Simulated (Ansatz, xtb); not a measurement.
## Relative energy of two isomers of H4OSi3+

We compare X, the doublet with the links of `O1[SiH][SiH+][SiH2]1`, with Y, the doublet with the links of `[Si]=[O+][SiH2][SiH2]`. Both are isolated ions in the gas phase, relaxed with B3LYP-D3(BJ)/def2-SVP; each stands in its lowest conformer found.

X (Å):

```yaml
atoms:
  - { symbol: O, position_ang: [0.6810, -2.0599, -1.9123] }
  - { symbol: Si, position_ang: [2.2017, -1.6819, -1.4006] }
  - { symbol: Si, position_ang: [1.3561, -0.6288, 0.4133] }
  - { symbol: Si, position_ang: [-0.5229, -1.4555, -0.8155] }
  - { symbol: H, position_ang: [3.3203, -2.1432, -2.2534] }
  - { symbol: H, position_ang: [1.9693, 0.0866, 1.5560] }
  - { symbol: H, position_ang: [-1.3438, -0.4187, -1.4706] }
  - { symbol: H, position_ang: [-1.2444, -2.5723, -0.1747] }
```

Y (Å):

| atom | x (Å) | y (Å) | z (Å) |
| --- | --- | --- | --- |
| O | 0.4809 | -0.5461 | -1.8590 |
| Si | -0.0123 | -0.2809 | -3.3207 |
| Si | 1.0570 | -0.8446 | -0.1770 |
| Si | -0.2415 | -2.4527 | 0.8774 |
| H | 2.4591 | -1.2565 | -0.4187 |
| H | 0.9471 | 0.5096 | 0.4131 |
| H | -0.1158 | -3.8053 | 0.2739 |
| H | -1.6418 | -2.0176 | 1.1214 |

Task: Estimate which is lower in electronic energy at CCSD(T)/def2-SVP + ΔMP2/def2-TZVPP, and by roughly how much.

Result: The CCSD(T)/def2-SVP + ΔMP2/def2-TZVPP calculation puts structure Y lower, by 3.3 kcal/mol.

How the difference moves with the method:

| level | geometry | E(Y) − E(X) (kcal/mol) | departure from the last row (kcal/mol) | job, with rough time for the two |
| --- | --- | --- | --- | --- |
| GFN2-xTB | GFN2-xTB | −2.2 | +1.1 | optimisation, 0.54 s |
| HF/STO-3G | GFN2-xTB | −24.8 | −21.5 | single point, 1.3 s |
| r2SCAN-D4/def2-SVP | GFN2-xTB | −5.9 | −2.7 | single point, 5.4 s |
| B3LYP-D3(BJ)/def2-SVP | B3LYP-D3(BJ)/def2-SVP | −5.3 | −2.1 | optimisation, 92 s |
| HF/def2-SVP | B3LYP-D3(BJ)/def2-SVP | −13.4 | −10.1 | part of the CCSD(T) run |
| MP2/def2-SVP | B3LYP-D3(BJ)/def2-SVP | −7.7 | −4.5 | part of the CCSD(T) run |
| CCSD(T)/def2-SVP | B3LYP-D3(BJ)/def2-SVP | −9.9 | −6.6 | single point |
| CCSD(T)/def2-SVP + ΔMP2/def2-TZVPP | B3LYP-D3(BJ)/def2-SVP | −3.3 |  | single point, 38 s |

As drawn, Y has 1 O=Si in place of 1 O–Si, 1 Si–Si. Structure X has a 4-membered ring, Y no ring.

The levels shown agree on the order. The largest departure from CCSD(T)/def2-SVP + ΔMP2/def2-TZVPP is that of HF/STO-3G, 21.5 kcal/mol. The last row adds to CCSD(T) the change of the MP2 difference between the two basis sets, here +6.6 kcal/mol, a large step that makes the value less sure.

With harmonic frequencies from B3LYP-D3(BJ)/def2-SVP (ideal gas, rigid rotor, one conformer each, 200 K, 1 atm): the zero-point term adds −0.6 kcal/mol; ΔH is −3.6 and ΔG −4.4 kcal/mol.

Open shells are spin-unrestricted. The correlated steps freeze 16 core orbitals. Run with Ansatz 0.2.0, xtb 6.7.1; the last row on 2 threads of Intel(R) Xeon(R) Platinum 8259CL CPU @ 2.50GHz (Skylake/Cascade Lake) on a shared host.
